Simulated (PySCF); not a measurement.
A TDDFT job, as run on `FC(F)(c1cn[nH]n1)F`.

Method: PySCF 2.14.0, density-fitted response routines, TDDFT PBE0/def2-SVPD, vertical, gas phase, core orbitals frozen in the response.

Input of the driver that calls PySCF (job settings, then Cartesian coordinates in Å):

```
{"job": {"kind": "uv", "xc": "PBE0", "basis": "def2-SVPD", "nstates": 8, "ntriplets": 3}, "charge": 0, "multiplicity": 1}
F     -1.9687    -1.1812    -0.9875
C     -1.6063    -0.3132    -0.0324
F     -2.2679     0.8284    -0.2785
F     -2.0838    -0.7924     1.1249
C     -0.1360    -0.0848     0.0059
C      0.5811     1.1110    -0.1731
N      1.8636     0.8247    -0.0515
N      1.8983    -0.4630     0.1851
N      0.7385    -1.0591     0.2306
H      0.2225     2.0976    -0.3726
H      2.7642    -0.9653     0.3231
```

The self-consistent field part of the output:

```
coarse grid: 10944 points
cycle   1  E = -578.0812457932  dE =  1.921e+00  |g| = 8.776e-01  |ddm| = 5.533e+00
cycle   2  E = -577.9440255904  dE =  1.372e-01  |g| = 1.290e+00  |ddm| = 2.246e+00
cycle   3  E = -578.2241839317  dE = -2.802e-01  |g| = 6.682e-02  |ddm| = 1.364e+00
cycle   4  E = -578.2245008728  dE = -3.169e-04  |g| = 5.189e-02  |ddm| = 1.884e-01
cycle   5  E = -578.2250622126  dE = -5.613e-04  |g| = 1.716e-02  |ddm| = 1.034e-01
cycle   6  E = -578.2251215808  dE = -5.937e-05  |g| = 4.175e-03  |ddm| = 2.978e-02
cycle   7  E = -578.2251249323  dE = -3.352e-06  |g| = 1.486e-03  |ddm| = 7.799e-03
final grid: 112160 points
cycle   8  E = -578.2918999733  dE = -3.365e-05  |g| = 7.261e-03  |ddm| = 7.788e-02
cycle   9  E = -578.2918888070  dE =  1.117e-05  |g| = 1.046e-02  |ddm| = 3.108e-02
cycle  10  E = -578.2919108293  dE = -2.202e-05  |g| = 1.666e-03  |ddm| = 1.626e-02
cycle  11  E = -578.2919114661  dE = -6.368e-07  |g| = 4.381e-04  |ddm| = 3.131e-03
cycle  12  E = -578.2919115005  dE = -3.435e-08  |g| = 1.210e-04  |ddm| = 6.924e-04
cycle  13  E = -578.2919115029  dE = -2.385e-09  |g| = 4.757e-05  |ddm| = 2.746e-04
cycle  14  E = -578.2919115033  dE = -4.268e-10  |g| = 2.076e-05  |ddm| = 1.050e-04
converged SCF energy = -578.2919115033
```

Problem. What follows in the output?

Solution. 
```
Static polarisability (au): isotropic 55.227, principal 39.919 57.722 68.042

Singlet excitations
state   eV       nm        f      main configurations
  1   6.2843    197.3   0.00001   H-2->L 0.96
  2   6.8776    180.3   0.09473   H->L 0.85, H-1->L+1 0.12
  3   7.2706    170.5   0.01276   H-3->L 0.88, H-2->L+1 0.11
  4   7.5693    163.8   0.02432   H-1->L 0.73, H->L+1 0.20
  5   7.7771    159.4   0.00058   H-2->L+1 0.85, H-3->L 0.11
  6   8.3275    148.9   0.00007   H->L+2 0.98
  7   8.4151    147.3   0.30141   H->L+1 0.74, H-1->L 0.18
  8   8.5735    144.6   0.00014   H-3->L+1 0.97

Triplet excitations (Tamm-Dancoff, eV): 5.0121 5.2429 5.3909
```

The SCF starts on a coarse grid; the energy jumps when the final grid takes over, and dE counts afresh there. The run used 205 basis functions and 14 SCF iterations for the ground state.

The run took 32 s wall (with the writing of density and orbital grids) on one thread of an Arm Neoverse V2, on a shared host, and the process peaked at 0.82 GiB of memory.

Problem. What frontier levels and dipole did the ground state of this run have?

Solution. HOMO -8.90 eV, LUMO -1.06 eV, dipole 2.64 D.

Isolated species at its GFN2-xTB geometry, gas phase.
